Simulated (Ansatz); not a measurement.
`C=C([SiH3])NC`. The species carries charge 0 and has multiplicity 1. The structure was optimised at the PBE0-D4/def2-TZVP level. It is one conformer, not always the lowest.

```xyz
14

C     0.450   -1.651   -1.075
C     0.225   -0.500   -0.421
Si   -1.098    0.641   -1.108
N     0.964   -0.098    0.674
C     0.398    0.771    1.675
H     1.198   -2.366   -0.738
H    -0.092   -1.896   -1.978
H    -0.553    2.000   -1.379
H    -1.601    0.041   -2.367
H    -2.231    0.801   -0.155
H     1.568   -0.816    1.047
H     1.184    1.095    2.358
H    -0.405    0.307    2.264
H    -0.007    1.670    1.203
```

Problem. What is the dipole moment at PBE/def2-TZVPP? (Best estimate.)

Solution. Ansatz gave: 1.75 D, with components (0.58, 0.02, 1.65) D in this frame, pointing from negative to positive charge.

Problem. And with r2SCAN, B3LYP, ωB97M-V? (Estimate.)

Solution. Computed: r2SCAN 1.75 D, B3LYP 1.67 D, ωB97M-V 1.63 D.

Problem. Give the Mulliken charges with PBE, ωB97M-V, B3LYP in def2-TZVPP. (Best estimate.)

Solution. The calculation gave: 
```
atom    PBE  ωB97M-V  B3LYP
  C1  -0.26    -0.26  -0.28
  C2   0.06     0.02   0.05
 Si3   0.18     0.16   0.26
  N4  -0.18    -0.20  -0.22
  C5  -0.18    -0.25  -0.17
  H6   0.05     0.07   0.07
  H7   0.08     0.08   0.09
  H8  -0.06    -0.03  -0.07
  H9  -0.05    -0.02  -0.07
 H10  -0.05    -0.03  -0.07
 H11   0.13     0.09   0.12
 H12   0.09     0.12   0.10
 H13   0.10     0.13   0.10
 H14   0.09     0.12   0.09
```

B3LYP here is the variant with VWN-RPA as its local correlation; programs differ in this.
